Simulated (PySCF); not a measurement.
## BrSnN + H₂O → SnN(OH) + HBr

Level: PBE0 in the def2-TZVP basis family, computed in PySCF with density fitting; scalar-relativistic core potentials for atoms from Rb on, none lighter, no spin–orbit coupling; open shells unrestricted.

```
species                                                                 state and structure  ZPE (kJ/mol)  H(298 K) − H(0) (kJ/mol)  S° (J/(mol K))
  BrSnN                           singlet, C∞v, Sn–Br 2.447 Å, Sn–N 1.822 Å; Br–Sn–N 180.0°           7.7                      14.2           295.5
    H₂O                                        singlet, C2v, O–H 0.960 Å (×2); H–O–H 105.1°          56.5                       9.9           188.7
SnN(OH)  singlet, Cs, O–H 0.963 Å, Sn–N 1.820 Å, Sn–O 1.946 Å; H–O–Sn 113.0°, N–Sn–O 173.7°          38.2                      14.5           290.7
    HBr                                                          singlet, C∞v, H–Br 1.421 Å          16.0                       8.7           198.5
```

Question: Is the gas-phase reaction uphill or downhill in electronic energy at this level, and by how much?

Answer: At PBE0/def2-TZVP, ΔE = 97.5 kJ/mol, uphill. 

Question: Add zero-point, thermal and entropy terms for 298.15 K and 1 bar.

Answer: ΔZPE = -10.0 and Δ[H(298) − H(0)] = -0.9 kJ/mol give ΔH° = 86.6 kJ/mol. ΔS° = 5.0 J/(mol K), so ΔG° = 86.6 − 298.15 × (0.0050) = 85 kJ/mol and log₁₀K = -14.9.

Each species is the lowest minimum found with this bonding; other isomers or fragments can lie lower.
